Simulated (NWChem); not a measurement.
# GeSiH3Br, singlet; SMILES [Ge]([Br])[SiH3]

```xyz
6

Ge     0.9397    -0.5620     0.0000
Br    -0.2618     1.4630     0.0000
Si    -1.1507    -1.9069     0.0000
H     -0.8863    -3.3826     0.0000
H     -1.9554    -1.5717    -1.2183
H     -1.9554    -1.5717     1.2183
```
Atoms are numbered in this order, from 1.

Low-valent species are run as closed-shell singlets; no triplet was tried in these runs. All runs use the structure optimised with PBE0/def2-SVP.

Symmetry labels are those of Cs in the frame above (b1 and b2, or b-type labels, depend on it).

Q: List the 4 lowest vertical singlet excitations from B3LYP/def2-SVPD, TDA (NWChem).

A: 
```json
[
 {"state": "S1", "energy (eV)": "1.89", "oscillator strength": "0.002", "symmetry": "a\"", "leading excitation (squared amplitude)": "HOMO → LUMO (0.99)"},
 {"state": "S2", "energy (eV)": "3.92", "oscillator strength": "0.001", "symmetry": "a\"", "leading excitation (squared amplitude)": "HOMO−1 → LUMO (0.97)"},
 {"state": "S3", "energy (eV)": "4.31", "oscillator strength": "0.006", "symmetry": "a'", "leading excitation (squared amplitude)": "HOMO → LUMO+1 (0.80)"},
 {"state": "S4", "energy (eV)": "4.48", "oscillator strength": "0.004", "symmetry": "a\"", "leading excitation (squared amplitude)": "HOMO−3 → LUMO (0.96)"}
]
```
